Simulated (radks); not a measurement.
Effect of the nuclear size on neutral potassium, [Ar] 4s1. All-electron calculation, Dirac Kohn-Sham, exchange-only LDA, spin-unpolarised, spherical densities, finite nucleus; Fermi nuclear charge, rms radius 3.4349 fm. Program: a radial shooting solver on a logarithmic mesh with Libxc functionals. The rms radius is varied about that value; shifts are against it.

| rms radius (fm) | total energy shift (eV) | density at nucleus (e/bohr^3) | 1s1/2 shift (meV) | 2s1/2 shift (meV) |
|---|---|---|---|---|
| 2.7754 | -0.00814 | 5179 | -3.44 | -0.264 |
| 3.2048 | -0.00303 | 5161 | -1.28 | -0.098 |
| 3.4349 | 0 | 5153 | 0.000 | 0.000 |
| 3.5826 | 0.00205 | 5148 | 0.867 | 0.067 |
| 3.933 | 0.00726 | 5137 | 3.07 | 0.236 |

Slopes of the eigenvalues against <r^2> in GHz/fm^2, as finite differences over the two radii next to the reference (eigenvalue slopes, not the field-shift constants of lines): 1s1/2 202, 2s1/2 15.6.
